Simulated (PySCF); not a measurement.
[CoF4]2- holds Co(II), d7, at total charge -2. The structure is a PBE0-D3(BJ)/def2-TZVP, IEF-PCM water geometry optimised for multiplicity 4; coordination tetrahedral, point group Td, metal–donor distances 1.93 Å.

Method (PySCF 2.14, density fitting): CASSCF(7,5) with orbitals averaged over all microstates of the shell, strongly contracted NEVPT2 on the averaged canonical orbitals; basis x2c-TZVPall on the metal, x2c-SVPall elsewhere; spin-free X2C; IEF-PCM water; spin-orbit coupling by state interaction with the mean-field operator over all roots.

CASSCF energies above the lowest CASSCF root:

```tsv
state	CASSCF / cm⁻¹
4A2	0
4T2	3384
4T1	5934
2E	20391
2T1	20652
2A1	21350
4T1	22135
2T2	22534
2T1	26588
2T2	26926
2E	28323
2T1	29232
2T1	29834
2T2	31326
2E	32989
2A2	45330
2T2	46068
2T1	46825
2E	70137
2T2	70938
```

**Question.** How does dynamic correlation (SC-NEVPT2) move these states?

**Answer.** 
| state | NEVPT2 / cm⁻¹ | shift / cm⁻¹ |
| --- | --- | --- |
| 4A2 | 0 | 0 |
| 4T2 | 4126 | +742 |
| 4T1 | 7202 | +1267 |
| 2E | 19027 | -1364 |
| 2T1 | 19390 | -1262 |
| 2A1 | 20687 | -664 |
| 4T1 | 20188 | -1946 |
| 2T2 | 21932 | -603 |
| 2T1 | 24604 | -1983 |
| 2T2 | 25268 | -1658 |
| 2E | 26813 | -1509 |
| 2T1 | 27468 | -1764 |
| 2T1 | 29000 | -834 |
| 2T2 | 29723 | -1604 |
| 2E | 32287 | -702 |
| 2A2 | 40800 | -4530 |
| 2T2 | 41594 | -4474 |
| 2T1 | 42694 | -4131 |
| 2E | 62140 | -7998 |
| 2T2 | 63310 | -7629 |

No frequencies were computed for the optimised geometry. NEVPT2 lifts 4T2 from 3384 to 4126 cm⁻¹; on the d shell alone such lifts tend to overshoot. Gaps between spin states lean to high spin in this active space.
